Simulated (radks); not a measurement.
The numbers below are computed, except where a source is named.
Task: These are the eigenvalues of the occupied orbitals of an atom or ion with whole-number occupations (hartree). Level of theory: non-relativistic Kohn-Sham, TASK exchange with Perdew-Wang LDA correlation, spin-polarised, spherical densities, point nucleus; meta-GGA in the generalised Kohn-Sham scheme (a radial shooting solver on a logarithmic mesh with Libxc functionals).

1s up: -426.0699
1s down: -426.0668
2s up: -54.52757
2s down: -54.52680
2p up: -48.81429
2p down: -48.81172
3s up: -7.79323
3s down: -7.79211
3p up: -5.83759
3p down: -5.83578
3d up: -2.38539
3d down: -2.37982
4s up: -1.27819
4s down: -1.20409
4p up: -0.86319

Which element is it, and in what charge state? The configuration may be excited. Open shells, if any, are filled with parallel spins first.

Result: Z = 33, arsenic, charge +2: As2+ in [Ar] 3d10 4s2 4p1. The list shows which subshells hold electrons but not how many an open one holds; the 1s level, -426.07 hartree, gives Z - s = 29.2 by -(Z - s)^2/2, which with screening narrows Z to a few neighbours, and the depths of the outer levels then fix element, charge and occupations together.
